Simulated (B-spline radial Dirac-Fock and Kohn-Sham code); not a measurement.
**Cd⁶⁺: input and output of one calculation**

ΔSCF core binding energies without Breit or QED terms, calculated with a radial B-spline solver. Keys: rel is the Hamiltonian (dirac, or spin-free x2c and nr, where L3 and M5 stand for the whole 2p and 3d shells), method is hf or an exchange,correlation pair (spin-unpolarised, also for the hole states), nuc the nuclear model, radius_factor scales its radius, rmax is the box in bohr, h the logarithmic mesh step, order the B-spline order, points the quadrature points per cell, c_factor scales the speed of light, and damp, ndamp, maxit and tol steer the iteration. The run stops when the commutator error falls below 10·tol·max(1, Z/10), or the numerical noise floor, and the energy has settled to about 1e-8 Ha; the virial ratio is −V/T.

Input (task.json):

```json
{"items": [{"Z": 48, "q": 6, "cfg": [[1, 0, 2], [2, 0, 2], [2, 1, 6], [3, 0, 2], [3, 1, 6], [3, 2, 10], [4, 0, 2], [4, 1, 6], [4, 2, 6]], "A": 114, "rrms": 4.6087, "do": "settings", "holes": ["K", "L3", "M5"],
  "settings": [{"rel": "dirac", "method": "hf", "nuc": "fermi", "radius_factor": 100.0, "rmax": 45.0, "h": 0.3, "order": 8, "points": 10, "c_factor": 1.0, "maxit": 95, "damp": 0.5, "ndamp": 3, "tol": 1e-08}]}]}
```

Command: `python xray2_run.py task.json out`

Ground-state iterations:

```
iter   energy (Ha)        error
   1    -5224.41485709  2.11e+00
   2    -5237.35715286  4.72e-01
   3    -5239.68668915  1.40e-01
   4    -5239.90450200  4.53e-02
   5    -5239.92475629  1.74e-02
   6    -5239.92809844  1.93e-03
   7    -5239.92813022  1.24e-04
   8    -5239.92813031  1.79e-05
   9    -5239.92813031  9.80e-07
  10    -5239.92813031  4.80e-08
```

The ground state converged in 10 iterations, with total energy -5239.92813 Ha, virial ratio 2.05549 and highest orbital energy -109.41 eV. ΔSCF binding energies: K (1s) 22961.8 eV, L3 (2p3/2) 3685.3 eV, M5 (3d5/2) 521.3 eV.

Question: One setting is unsound. Which, and why?

Answer: radius_factor inflates the nucleus far beyond its size, which weakens the binding of the inner electrons. With the default settings (Dirac Hartree-Fock): The ground state converged in 10 iterations, with total energy -5583.42227 Ha, virial ratio 1.95344 and highest orbital energy -108.40 eV. ΔSCF binding energies: K (1s) 26907.1 eV, L3 (2p3/2) 3657.4 eV, M5 (3d5/2) 515.0 eV.
